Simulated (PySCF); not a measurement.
C3H8Si, SMILES C/C=C\[SiH3]. Coordinates come from a r2SCAN-D4/def2-SVP optimisation.

Task: Give the equilibrium geometry at r2SCAN-D4/def2-SVP (PySCF confirms it by a frequency run) as Cartesian coordinates in Å, and its point group. (The exact figures need the calculation; the answer reports its results.)

Result: point group Cs.
```xyz
12

C      0.7368    -1.8395     0.0000
C     -0.6431    -1.2673     0.0000
C     -0.9628     0.0412     0.0000
Si     0.2573     1.4645     0.0000
H      0.8945    -2.4838     0.8824
H      0.8945    -2.4838    -0.8824
H      1.5185    -1.0640     0.0000
H     -1.4564    -2.0090     0.0000
H     -2.0321     0.2935     0.0000
H      1.1461     1.4430     1.2048
H     -0.4992     2.7521     0.0000
H      1.1461     1.4430    -1.2048
```
Charge 0, spin multiplicity 1.
